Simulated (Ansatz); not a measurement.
**A barrier at the coupled-cluster level**

Start structure (CH5ClGe, closed shell), relaxed at PBE0-D4/def2-TZVP:

Ge1  (-0.407, -0.029, 0.785)
Cl2  (0.493, -1.795, 1.654)
C3  (0.369, 0.214, -0.977)
H4  (1.447, 0.343, -0.891)
H5  (-0.087, 1.129, 1.741)
H6  (-1.918, -0.299, 0.737)
H7  (-0.060, 1.097, -1.454)
H8  (0.163, -0.660, -1.595)
(Å)

The step: CH₅ClGe ([CH3][GeH2][Cl]) → CH₄Ge ([CH2][GeH2]) + HCl; bonds formed: Cl2–H4; bonds broken: Ge1–Cl2, C3–H4. Ansatz 0.2.0; basis: def2-TZVPP and def2-QZVPP; cores frozen in the correlated methods. Filled d shells of the heavier atoms are correlated. The def2 sets are not built for correlating such inner shells, so the correlated values are less sure here. Extrapolation: Hartree–Fock as exp(−7.88 √X), correlation as X^−2.97. Energies below are by CCSD(T) at an estimated basis limit (MP2 extrapolated from triple and quadruple zeta, plus CCSD(T) − MP2 in triple zeta).

(1) What are the electronic barrier and the energy of the step, from the start structure to the end structure? (To be estimated.)

No T1 diagnostic of these runs exceeds 0.015. The restricted Hartree–Fock reference is unstable towards an unrestricted one at one or more of these structures.

Results:

(1) By the calculation: Barrier 317.2 kJ/mol; step energy 273.4 kJ/mol (uphill); reverse barrier, their difference, 43.8 kJ/mol. Barrier and step energy count from the start structure, the reverse barrier from the end structure.

The saddle point: One imaginary mode of 823i cm⁻¹.
```tsv
pair	start (Å)	saddle (Å)	end (Å)
Cl2–H4	3.46	1.48	1.31
Ge1–Cl2	2.16	3.02	4.08
C3–H4	1.09	1.60	2.12
```

Zero-point energy (harmonic, PBE0-D4): ZPE is 141.2 kJ/mol at the start and 120.1 kJ/mol at the saddle, so the barrier goes from 317.2 to 296.2 kJ/mol.

First-order rate constant out of the start structure at 898 K by transition-state theory, with harmonic vibrational free energies alone and no tunnelling: ΔA‡ = 295.5 kJ/mol, so k = (kB T/h) exp(−ΔA‡/kB T) ≈ 10^-4 s⁻¹ (an order of magnitude at best: rotation, the number of equivalent paths and anharmonicity are left out).

Labels in which every atom is bracketed show which atoms are joined, not bond orders.

For scale, one of the runs: CCSD(T)/def2-TZVPP, 191 basis functions (an equivalent command: `ansatz run in.yaml --threads 4`). The run took 46 s on 4 CPU threads (shared host), with 2 GiB of host memory at its peak.
